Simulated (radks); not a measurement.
The numbers below are computed, except where a source is named.
Task: Ionisation of Sc+, [Ar] 3d1 4s1, to Sc2+, [Ar] 3d1, under several functionals. Non-relativistic Kohn-Sham, spin-polarised, spherical densities, point nucleus; open shells are filled with parallel spins first; a radial shooting solver on a logarithmic mesh with Libxc functionals. The NIST Atomic Spectra Database gives 12.800 eV (measured). Rank these functionals by the error of their Delta-SCF ionisation energy: exchange-only r2SCAN; LDA (Slater exchange, VWN5 correlation); PBEsol; revPBE; OLYP; LDA (Slater exchange, Perdew-Wang correlation); BLYP; revTPSS; TPSS; SOGGA.

Result: From best to worst: TPSS 12.784 eV (-0.015); OLYP 12.740 eV (-0.059); revTPSS 12.738 eV (-0.062); SOGGA 12.931 eV (+0.131); revPBE 12.965 eV (+0.165); PBEsol 13.013 eV (+0.213); BLYP 13.096 eV (+0.296); exchange-only r2SCAN 12.428 eV (-0.372); LDA (Slater exchange, Perdew-Wang correlation) 13.242 eV (+0.442); LDA (Slater exchange, VWN5 correlation) 13.246 eV (+0.446). Open shells are spherical and high-spin; term and fine-structure splittings are not resolved.
